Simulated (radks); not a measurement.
Coulomb parameter of the 4f shell of the terbium ion Tb3+ in the model configuration [Xe] 4f7 6p1, as a second difference U = [E(n + 0.5) + E(n - 0.5) - 2 E(n)] / (0.5)^2 with all orbitals relaxed. "Bare": the charge of the atom changes with n. "Screened": the 6p shell takes up the change at fixed total charge, which measures U(4f,4f) + U(6p,6p) - 2 U(4f,6p). All-electron calculation, scalar-relativistic Kohn-Sham, BLYP, spin-unpolarised, spherical densities, finite nucleus; Fermi nuclear charge, rms radius 5.06 fm. Program: a radial shooting solver on a logarithmic mesh with Libxc functionals.

| case | configuration | E - E(n) (eV) |
|---|---|---|
| start | [Xe] 4f7 6p1 | 0.000 |
| bare +0.5 | [Xe] 4f7.5 6p1 | -20.315 |
| bare -0.5 | [Xe] 4f6.5 6p1 | 25.384 |
| screened +0.5 | [Xe] 4f7.5 6p0.5 | -11.555 |
| screened -0.5 | [Xe] 4f6.5 6p1.5 | 14.049 |

U(bare) = 20.278 eV, U(screened by 6p) = 9.974 eV, against the Slater integral F0(4f,4f) = 32.132 eV with frozen orbitals.
